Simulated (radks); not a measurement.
The numbers below are computed, except where a source is named.
Ir LXV, configuration [Ne] 3s2 3p1 (the NIST ground configuration).

Level of theory: non-relativistic Kohn-Sham, LDA (Slater exchange, Perdew-Wang correlation), spin-unpolarised, spherical densities, point nucleus; relativity is left out, which matters for an element this heavy (a radial shooting solver on a logarithmic mesh with Libxc functionals).

Energy parts (hartree):
total: -11967.5460
kinetic: 11966.1604
electron-nucleus: -24786.2797
Hartree: 985.6986
exchange-correlation: -133.1254

Orbitals (lengths in bohr, moments of r in powers of bohr; r(90%) holds 90 % of the orbital's charge):
| orbital | occ. | eigenvalue (hartree) | <r> | <r^4> | r(90%) | <1/r> |
|---|---|---|---|---|---|---|
| 1s | 2 | -2740.748 | 0.01967 | 6.723e-07 | 0.0349 | 76.43 |
| 2s | 2 | -608.6802 | 0.08177 | 0.0001012 | 0.125 | 18.24 |
| 2p | 6 | -594.7192 | 0.06903 | 0.00006281 | 0.111 | 18.22 |
| 3s | 2 | -254.5741 | 0.1911 | 0.002477 | 0.276 | 7.757 |
| 3p | 1 | -249.4414 | 0.1799 | 0.002076 | 0.265 | 7.716 |

The highest occupied level is 3p at -6787.6 eV. The density falls to 0.001 e/bohr^3 at r = 0.54 bohr. The electron density at the nucleus is 3.277e+05 e/bohr^3. Summed over all electrons, <r^2> = 0.1713 bohr^2, which gives a Langevin (diamagnetic) susceptibility term of -0.136 x 10^-6 cm^3/mol.
